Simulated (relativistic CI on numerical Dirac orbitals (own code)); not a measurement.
## Hyperfine structure of Dy⁵⁵⁺, mass number 163

Computed by Dirac-Coulomb-Breit CI, orbitals from a KLI potential per configuration, a model potential for QED, unscaled Slater integrals (own radial code, finite nucleus).

Configurations in the expansion (outside the closed core [Ne]): 3s, 3p, 3d, 4s, 4p, 4d, 4f, 5s, 5p, 5d, 5f, 5g, 6s, 6p, 6d. Levels of other configurations are missing.

Nuclear spin I = 5/2, μ = 0.671 μN, Q = 2.65 b (tables of Stone and Pyykkö). The electronic factors are computed for point nuclear moments, without core polarisation or the Bohr-Weisskopf and QED corrections.

```
    Level   E (Ry)  A (GHz)  B (GHz)
 3s ²S1/2    0.000    980.6         
3p ²P°1/2    9.857    314.3         
3p ²P°3/2   25.905    40.48      794
 3d ²D3/2   37.839    21.63      142
 3d ²D5/2   41.507    8.742      180
 4s ²S1/2  181.149    401.6         
4p ²P°1/2  185.226    130.3         
4p ²P°3/2  191.786    16.97      335
```

Levels with J = 0, under 50 % of one LS term, or S terms without an open s electron are left out. Small factors come from cancelling terms and can be off by tens of per cent or more.

At this charge energies of transitions that change n are usually good to better than 1 %, and those within a shell (Δn = 0) to a few per cent.

Give the hyperfine levels of 3s ²S1/2 relative to its centre of gravity.

With K = F(F + 1) − I(I + 1) − J(J + 1), E = AK/2: F = 2: -1716, F = 3: 1226 GHz.
